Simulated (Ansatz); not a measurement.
Compare A (`N[Si@@H]1[SiH2][C@H]1[SiH3]`) with its isomer B (`[SiH3][SiH]1NC[SiH2]1`).

Isolated molecules relaxed with PBE0-D4/def2-TZVP in Ansatz; ΔE leaves out vibrations. CBS: MP2 limit from def2 TZ/QZ plus the TZ coupled-cluster correction, frozen cores. DFT in def2-TZVPP. B3LYP here is the variant with VWN-RPA as its local correlation; programs differ in this. Each species was taken in one conformer, which may not be the lowest.

**Question.** Which is lower in electronic energy at CCSD(T)/CBS, and by how much? (Estimate.)

**Answer.** Computed: A, by 8.5 kcal/mol.

**Question.** Give E(B) − E(A) in kcal/mol with ωB97M-V, r2SCAN-D4, B3LYP-D4, CCSD/def2-TZVPP, B2PLYP, HF/def2-TZVPP, PBE-D4. (Estimate.)

**Answer.** Ansatz gave: ωB97M-V 8.9, r2SCAN-D4 8.8, B3LYP-D4 6.2, CCSD/def2-TZVPP 7.5, B2PLYP 7.6, HF/def2-TZVPP 6.1, PBE-D4 4.9. None reverses the order clearly.

Largest T1 diagnostic: 0.013.

In def2-TZVPP, CCSD(T) changes the Hartree–Fock value by +1.7 kcal/mol (the triples alone add +0.4 kcal/mol) and MP2 by +4.6 kcal/mol. From PBE to PBE0 (25 % exact exchange), in def2-TZVPP and without D4, E(B) − E(A) moves by +0.7 kcal/mol.
